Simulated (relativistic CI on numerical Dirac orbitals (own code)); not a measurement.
**Slater and spin-orbit integrals, Ho10+**

These numbers are calculated, not measured: Dirac-Coulomb-Breit CI, orbitals from a KLI potential per configuration, model QED, unscaled Slater integrals (own radial code, finite nucleus).

Slater integrals F^k, G^k are unscaled and averaged over j, outside the closed core [Ar] 3d10 4p6 4d10; ζ comes from projecting the Hamiltonian with its Breit term on Σ l·s of the shell.

- 4s²4f⁹5s²: F^2(4f,4f) = 143250, F^4(4f,4f) = 90793, F^6(4f,4f) = 65583, ζ(4f) = 2277.6 cm⁻¹; <r>(4f) = 0.6864, <r^2>(4f) = 0.5706 (bohr units).
- 4s²4f¹¹: F^2(4f,4f) = 136970, F^4(4f,4f) = 86546, F^6(4f,4f) = 62435, ζ(4f) = 2065.6 cm⁻¹; <r>(4f) = 0.7122, <r^2>(4f) = 0.617 (bohr units).
- 4s²4f¹⁰5s: F^2(4f,4f) = 140000, F^4(4f,4f) = 88591, F^6(4f,4f) = 63949, ζ(4f) = 2170, G^3(4f,5s) = 34854 cm⁻¹; <r>(4f) = 0.6995, <r^2>(4f) = 0.5941, <r>(5s) = 1.143, <r^2>(5s) = 1.454 (bohr units).

Averages of the first 10 configurations, taken without configuration mixing, which lowers the lowest level and can move excited configurations by several eV; other configurations of the list can lie among them:

| Configuration | Parity | States | Average energy above the lowest level (eV) |
| --- | --- | --- | --- |
| 4s²4f⁹5s² | odd | 2002 | 9.8 |
| 4s²4f¹¹ | odd | 364 | 76.4 |
| 4s²4f¹⁰5s | even | 2002 | 41.1 |
| 4s²4f¹⁰5p | odd | 6006 | 71.1 |
| 4s²4f⁸5s²6s | even | 6006 | 78.6 |
| 4s²4f¹⁰6s | even | 2002 | 135.2 |
| 4s²4f⁷5s²6s² | odd | 3432 | 159.8 |
| 4s²4f⁹6s² | odd | 2002 | 205.1 |
| 4s4f¹⁰5s² | even | 2002 | 447.9 |
| 4f¹¹5s² | odd | 364 | 888.5 |
